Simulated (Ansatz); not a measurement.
`CC(C)B(F)F` → `FBF` + `C=CC` at 600 K and 1 bar (β-hydride elimination).

Calculated with Ansatz (gas phase, PBE0-D4/def2-TZVP geometries, no zero-point term in ΔE). CBS: MP2 limit from def2 TZ/QZ plus the TZ coupled-cluster correction, frozen cores. This one scheme is used for every species. One conformer a species, not always the lowest.

```
     species  CCSD(T)/CBS energy (Eh)  H − E (kJ/mol)  S (J/(mol·K))
`CC(C)B(F)F`               -342.89198           337.2          456.6
       `FBF`               -225.09427            73.4          279.9
      `C=CC`               -117.74610           248.6          323.1
```

H − E and S are ideal-gas, rigid-rotor, harmonic terms from PBE0-D4/def2-TZVP, for one conformer and one mirror image of each species. 1 Eh = 2625.50 kJ/mol, R = 8.31446 J/(mol·K).

Task: By hand: ΔE, ΔH, ΔS and ΔG.

Result: ΔE = (-225.09427) + (-117.74610) − (-342.89198) = 0.05161 Eh = 135.5 kJ/mol. Δ(H − E) = 73.4 + 248.6 − 337.2 = -15.2, so ΔH = 120.3 kJ/mol. ΔS = 279.9 + 323.1 − 456.6 = 146.4 J/(mol·K). ΔG = 120.3 − 600 × (146.4)/1000 = 32.5 kJ/mol.

Task: By hand: the equilibrium constant, and the temperature at which ΔG would vanish if ΔH and ΔS stayed fixed.

Result: log₁₀ K = −ΔG/(RT ln 10) = -2.8. ΔG = 0 at ΔH/ΔS = 822 K.

The number of gas molecules changes by +1, which sets the sign of ΔS. A doubt of 5 kJ/mol in ΔE shifts log₁₀ K by 0.4 here. Other conformers and mirror images would add mixing entropy, several J/(mol·K) or more a flexible species. Modes under 60 cm⁻¹, often nearly free rotors, make the harmonic entropy too high. These are equilibria of isolated gas molecules and say nothing of rates. Largest T1 diagnostic: 0.013 (customary marks: 0.02 for closed shells, 0.045 for open ones).
